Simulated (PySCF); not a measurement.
Diatomics of Sc with the halogens

MP2 with triple-zeta basis sets in PySCF, for the lowest determinant that a PBE0 search found; no spin–orbit coupling. De refers to high-spin ground-configuration atoms.

```tsv
M	basis	reference, frozen orbitals	state (unpaired electrons)	Re (Å)	ωe (cm⁻¹)	De (eV)
F	def2-TZVPP	UHF, 6	triplet (σ ↑, δ ↑)	1.865	648	n/a
Cl	def2-TZVPP	UHF, 10	triplet (σ ↑, δ ↑)	2.334	398	n/a
Br	def2-TZVPP	UHF, 14	triplet (σ ↑, δ ↑)	2.492	302	n/a
I	x2c-TZVPPall	UHF, 23	triplet (σ ↑, δ ↑)	2.713	253	n/a
```

The shortest bond is that of ScF (1.865 Å), the longest that of ScI (2.713 Å).

The rows differ in basis set, which adds steps of its own.

Relativity is treated differently too: F no relativity; Cl no relativity; Br no relativity; I spin-free X2C.

De is n/a where a free atom or ion gave no sound limit at this level.

Down a group bonds as a rule get longer and wavenumbers fall, partly through the reduced mass; this series shows no clear exception.

Correlated steps freeze the inner cores (6 to 23 orbitals); shallow outer-core shells are correlated. These are scalar-relativistic numbers at best; spin–orbit coupling would shift them, the dissociation energy most. With d or f electrons several states lie close, and the lowest PBE0 determinant need not be the measured ground state.
